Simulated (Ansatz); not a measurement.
C2H10Si2, SMILES `CC([SiH3])[SiH3]`. Charge 0, multiplicity 1. The structure was optimised at the PBE0-D4/def2-TZVP level.

```xyz
14

C     0.729   -0.829    1.130
C    -0.062    0.263    0.398
Si   -1.660   -0.412   -0.319
Si    0.986    1.106   -0.912
H     0.138   -1.293    1.925
H     1.640   -0.431    1.587
H     1.032   -1.626    0.444
H    -0.355    1.050    1.107
H    -2.478   -1.041    0.755
H    -1.360   -1.452   -1.342
H    -2.458    0.669   -0.957
H     0.234    2.206   -1.571
H     1.395    0.119   -1.949
H     2.219    1.671   -0.296
```

(1) What is the dipole moment at ωB97M-V/def2-TZVPP? (Estimate.)

(2) And with PBE, r2SCAN, B3LYP? (Best estimate.)

(3) Give the Mulliken charges with ωB97M-V, r2SCAN, PBE in def2-TZVPP. (An estimate is asked.)

## Answers

(1) Ansatz gave: 0.95 D, with components (0.23, -0.04, 0.92) D in this frame, pointing from negative to positive charge.

(2) Ansatz gave: PBE 0.99 D, r2SCAN 1.00 D, B3LYP 0.95 D.

(3) Ansatz gave: 
```tsv
atom	ωB97M-V	r2SCAN	PBE
C1	-0.36	-0.18	-0.28
C2	-0.28	-0.15	-0.10
Si3	0.16	0.25	0.17
Si4	0.16	0.25	0.17
H5	0.12	0.06	0.09
H6	0.12	0.06	0.09
H7	0.13	0.07	0.10
H8	0.11	0.05	0.08
H9	-0.03	-0.08	-0.06
H10	-0.02	-0.07	-0.05
H11	-0.02	-0.07	-0.05
H12	-0.02	-0.07	-0.05
H13	-0.02	-0.07	-0.05
H14	-0.03	-0.08	-0.06
```

B3LYP here is the variant with VWN-RPA as its local correlation; programs differ in this.
